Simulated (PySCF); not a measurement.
BrSi, SMILES [Si]Br (connectivity only; charge and spin as stated), charge +1, multiplicity 1.

The structure is a stationary point at B3LYP-D3(BJ)/def2-TZVP. The spin state was assumed, not searched.

These are PySCF 2.14.0 with TDDFT-B3LYP/def2-TZVPD values and carry that method's errors.

Vertical excitations; the highest root listed may be one member of a degenerate set.  State labels are in the subgroup C2v.

| state | symmetry | energy (eV) | λ (nm) | f | main pairs |
|---|---|---|---|---|---|
| S1 | A2 | 4.64 | 267 | 0.000 | HOMO−2→LUMO+1 50 %, HOMO−1→LUMO 50 % |
| S2 | A1 | 4.80 | 258 | 0.000 | HOMO−2→LUMO, HOMO−1→LUMO+1 (degenerate set) |
| S3 | A2 | 4.80 | 258 | 0.000 | HOMO−1→LUMO, HOMO−2→LUMO+1 (degenerate set) |
| S4 | B1 | 4.85 | 255 | 0.028 | HOMO→LUMO (degenerate set) |
| S5 | B2 | 4.85 | 255 | 0.028 | HOMO→LUMO+1 (degenerate set) |
| S6 | A1 | 6.13 | 202 | 0.094 | HOMO−1→LUMO+1 44 %, HOMO−2→LUMO 44 %, HOMO→LUMO+2 12 % |
| S7 | B1 | 8.29 | 150 | 0.010 | HOMO−2→LUMO+2 (degenerate set) |
| S8 | B2 | 8.29 | 150 | 0.010 | HOMO−1→LUMO+2 (degenerate set) |
| S9 | A1 | 9.59 | 129 | 1.506 | HOMO→LUMO+2 83 % |
| S10 | B2 | 9.85 | 126 | 0.049 | HOMO−3→LUMO+1 84 % |
| T1 | B1 | 3.46 | 359 | 0 | HOMO→LUMO (degenerate set) |
| T2 | B2 | 3.46 | 359 | 0 | HOMO→LUMO+1 (degenerate set) |
| T3 | A1 | 4.10 | 302 | 0 | HOMO−2→LUMO 50 %, HOMO−1→LUMO+1 50 % |
| T4 | A1 | 4.31 | 287 | 0 | HOMO−1→LUMO+1 50 %, HOMO−2→LUMO 50 % |
Triplets are in the Tamm–Dancoff approximation, which puts them higher than full response would, so one can lie above its singlet here.
